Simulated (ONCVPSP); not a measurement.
## Configuration tests for La (ONCV)

ONCVPSP 4.0.1 input, shortened (lines: element, Z, core and valence counts, functional; n l f; lmax; l rc ep ncon nbas qcut; lloc lpopt rc5 dvloc0; l nproj debl; icmod fcfact rcfact), LDA (Perdew-Wang 92), scalar-relativistic:

```
  La 57.00    8    5  -001012      upf
    1    0    2.00
    2    0    2.00
    2    1    6.00
    3    0    2.00
    3    1    6.00
    3    2   10.00
    4    0    2.00
    4    1    6.00
    4    2   10.00
    5    0    2.00
    5    1    6.00
    5    2    1.00
    6    0    1.75
    3
    0    2.60    0.00    4    8    5.20
    1    1.75    0.00    3    7    4.90
    2    1.30    0.00    4    8    9.90
    3    2.30    0.21    4    7    4.60
    4    5    1.25    3.00
    0    2    1.10
    1    2    3.90
    2    3    4.00
    3    1    3.20
    1    0.65    0.00
```

In the f channel the program set the typed energies aside and used -0.219 Ha.

Energies are relative to the spin-unpolarised reference configuration 4d10 5s2 5p6 5d1 6s1.75; without spin polarisation the order of configurations can differ from experiment.

(1) Give the all-electron excitation energy and the error of the potential for: 4d10 5s2 5p6 5d1 6s2; 4d10 5s2 5p6 5d1 6s1; 4d10 5s2 5p6 5d1 6s0; 4d10 4f1 5s2 5p6 5d1 6s0.

Note: ghosts flagged at negative energy: s at -26.7 eV; GHOST(+) flagged for p at 160.8 eV. A true bound ghost makes a file unfit for plane-wave use.

Results:

(1)

```
   valence configuration  charge  ΔE all-electron (eV)  error AE − PS (meV)
    4d10 5s2 5p6 5d1 6s2       0                -1.095                 +0.2
    4d10 5s2 5p6 5d1 6s1      +1                 5.063                 -1.0
    4d10 5s2 5p6 5d1 6s0      +2                16.210                 -4.0
4d10 4f1 5s2 5p6 5d1 6s0      +1                 5.968                 +966
```

These tests converged, but a pseudo level misses the all-electron one widely, so the file describes the atom poorly there or has found another state: 4d10 4f1 5s2 5p6 5d1 6s0: 4f by 1.6 eV.
